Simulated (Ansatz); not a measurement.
Harmonic frequencies (cm⁻¹) at PBE0-D4/def2-TZVP from Ansatz: 141, 188, 428, 439, 470, 651, 713, 770, 828, 922, 981, 998, 1147, 1185, 1395, 1676, 2218, 2225, 3016, 3444, 3755.

Each molecule was computed in one conformer, which needn't be the lowest.

Problem. Which molecule is it?
A. `O[SiH]1CN1`
B. `CO[Si]N`
C. `O=CN[SiH3]`
D. `N=C[SiH2]O`

Solution. D.
